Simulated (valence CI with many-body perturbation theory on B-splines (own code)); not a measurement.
# Pb+: input, log and results

Level of theory: valence CI with perturbative core correlation (CI+MBPT): three valence electrons over a frozen Dirac-Fock core [Xe] 4f14 5d10, a basis of 3 s, 3 p, 2 d, 1 f functions for each j, with the one-electron correlation potential Σ1 (screened to all orders), the two-electron term Σ2, the three-electron term Σ3, Breit, model QED; selected single and double excitations, second order for the rest, scaled by the run's own slope (own B-spline code, finite nucleus).

Command, and the settings that its task file holds:

```sh
python run_cv.py task.json out
```

```
atom Pb  Z=82  mass_number=208  rms_radius_fm=5.5012
core [Xe] 4f14 5d10
valence 6s2 6p1
avg = 1
basis = S
breit = 1
cap = 10000
capref = 1200
cscale = 1
de = 0.0
dress = 0
eps = 2e-08
extrap = 1
h = 0.27
hh = 1
l2 = 3
lcore = 6
maxit = 60
n2 = 5
natural = 1
nlev = 21
nno = [0, 0, 0, 0, 0]
nroot = 26
nsp = [3, 3, 2, 1, 0]
pt2 = 1
qed = 1
rpa = 1
s1 = 1
s2 = 1
s3 = 1
screen = 1
tol = 2e-05
whole = 1
```

It took 39 s on 1 thread of Intel(R) Xeon(R) 6975P-C (Granite Rapids), with other jobs on the host.

Log. The first blocks belong to the next ion, which gives the ionisation energy. Fields: 2J, parity (1 odd), roots, reference size, generating configurations, candidates as configurations/state functions, variational space P, stored matrix elements, Davidson steps; e2 is the range of second-order energies in hartree. The first line gives the box (bohr), its intervals, the orbitals and the steps of their self-consistent field. Window is the range of levels sought, series limit the energy at which the first omitted orbital would enter, core excitation an estimate of the first excitation out of the core, left out the lowest levels not solved, and shifts from estimates the range by which levels moved from their first estimate, all in cm⁻¹.

```
rmax 28.0 intervals 65 orbitals 15 references ['6s2 6p'] scf 9 t 1.0
2J=0 par=0 roots 2 ref 15 generators 8 cand 11/11 P 26/26 nnz 0 it 0
   second order: generators 11 cand 0/0 e2 -0.00000 -0.00000
reference levels 22, estimated 22, window 93792 1/cm; series limit 93792, core excitation 153790
2J=1 par=1 roots 3 ref 3 generators 16 cand 124/161 P 129/173 nnz 0 it 0
2J=1 par=1 roots 3 ref 3 generators 30 cand 125/166 P 155/210 nnz 0 it 0
   second order: generators 33 cand 99/129 e2 -0.00000 -0.00000
2J=3 par=1 roots 3 ref 3 generators 17 cand 187/343 P 144/254 nnz 0 it 0
2J=3 par=1 roots 3 ref 3 generators 26 cand 157/292 P 175/308 nnz 0 it 0
   second order: generators 34 cand 129/242 e2 -0.00000 -0.00000
2J=1 par=0 roots 5 ref 5 generators 22 cand 120/157 P 169/226 nnz 0 it 0
2J=1 par=0 roots 5 ref 5 generators 39 cand 91/121 P 203/271 nnz 0 it 0
   second order: generators 51 cand 57/76 e2 -0.00000 -0.00000
2J=3 par=0 roots 5 ref 5 generators 23 cand 157/288 P 194/352 nnz 0 it 0
2J=3 par=0 roots 5 ref 5 generators 44 cand 103/197 P 235/435 nnz 0 it 0
   second order: generators 57 cand 62/114 e2 -0.00000 -0.00000
2J=5 par=0 roots 4 ref 4 generators 15 cand 153/311 P 174/318 nnz 0 it 0
2J=5 par=0 roots 4 ref 4 generators 32 cand 120/257 P 207/389 nnz 0 it 0
   second order: generators 48 cand 87/186 e2 -0.00000 -0.00000
2J=7 par=1 roots 1 ref 1 generators 7 cand 149/283 P 68/128 nnz 0 it 0
2J=7 par=1 roots 1 ref 1 generators 10 cand 158/297 P 92/173 nnz 0 it 0
   second order: generators 13 cand 142/267 e2 -0.00000 -0.00000
2J=5 par=1 roots 1 ref 1 generators 7 cand 186/359 P 78/149 nnz 0 it 0
2J=5 par=1 roots 1 ref 1 generators 11 cand 203/400 P 109/214 nnz 0 it 0
   second order: generators 14 cand 176/340 e2 -0.00000 -0.00000
left out: unestimated none, estimated none, shifts from estimates -2 to 0
operators 5.7
```

The Davidson iterations converged. The settings are bad on purpose, so the numbers may not be properties of the ion.

Set against measurement, 12 paired levels are off by 671 cm⁻¹ on average, the worst by 1833. These come from a selection out of the NIST Handbook of Basic Atomic Spectroscopic Data. Levels without a partner in it may be off by more. 1 measured level below the end of the list, from 88972 cm⁻¹ on, found no clear computed partner, and computed levels of the same name lie up to 1211 cm⁻¹ from them.

```yaml
Valence_energy: -3.254773 hartree
Ionisation_energy: "14.901 eV (NIST: 15.0325 eV (measured))"
Reference_configurations_for_the_orbitals: 6s2 6p
Radial_orbitals: 15
Box_radius: 28.01 bohr
Largest_variational_space: 435
Lowest_levels: 6s²6p ²P°_1/2 0.0, 6s²6p ²P°_3/2 14299, 6s6p² ⁴P_1/2 56081, 6s²7s ²S_1/2 59483, 6s6p² ⁴P_3/2 64291, 6s²6d ²D_5/2 68422, 6s²6d ²D_3/2 69526, 6s6p² ⁴P_5/2 73312, 6s²7p ²P°_1/2 73993, 6s²7p ²P°_3/2 76783, 6s6p² ²D_3/2 85289, 6s²8s ²S_1/2 88604, 6s6p² ²D_5/2 90183, 6s6p² ²P_1/2 90933 cm⁻¹
```

Names give the largest LS component (configuration and term), which can be under half, so a name can repeat, a term be missing and a line seem to break the LS rules; names also repeat where a configuration has a term twice.
